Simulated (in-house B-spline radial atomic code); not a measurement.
A run on an ion of nuclear charge 59 with 59.7 electrons that did not converge. Method: scalar-relativistic (X2C) BLYP, spin-polarised, spherical fractional occupations, Fermi nucleus of rms radius 4.8919 fm; computed with a B-spline radial code for spherical atoms.

Command:
```bash
python run_scf.py task.json out
```
Settings (nuclear radius in fm, mass in u):
```
Z                59
configuration    [Xe] 4f3.7 6s2
hamiltonian      x2c
method           b88,lyp
spin_polarised   True
nucleus          fermi
rms_radius       4.8919
atomic_mass      140.90766
speed_of_light   137.035999084
```

First and last ten iterations of the last attempt (damped for 15 steps, keeping 80 % of the old Fock matrix, then DIIS):
```
 iter        energy (Eh)    residual
    1       -9226.968604    4.77e-01
    2       -9224.022170    6.20e-01
    3       -9230.879641    3.82e-01
    4       -9234.291270    2.18e-01
    5       -9235.874541    1.23e-01
    6       -9236.556318    7.33e-02
    7       -9236.827898    3.85e-02
    8       -9236.930245    2.25e-02
    9       -9233.240844    1.61e-01
   10       -9236.359087    8.99e-02
  111       -9233.130556    1.62e-01
  112       -9233.127332    1.62e-01
  113       -9233.068278    1.64e-01
  114       -9233.081777    1.63e-01
  115       -9233.106829    1.63e-01
  116       -9233.110956    1.63e-01
  117       -9233.040258    1.63e-01
  118       -9233.039843    1.63e-01
  119       -9236.875375    3.37e-02
  120       -9236.876938    3.34e-02
 not converged after 120 iterations
```

The smallest residual met was 2.1e-02; the threshold is about 6e-07. No energy from this run should be used. The likely cause: this method binds the added charge weakly or not at all at the basis-set limit, so charge moves back and forth between the atom and the box. Time taken, with all properties: 2.4 s on 1 thread of Arm Neoverse V2, on a shared host.
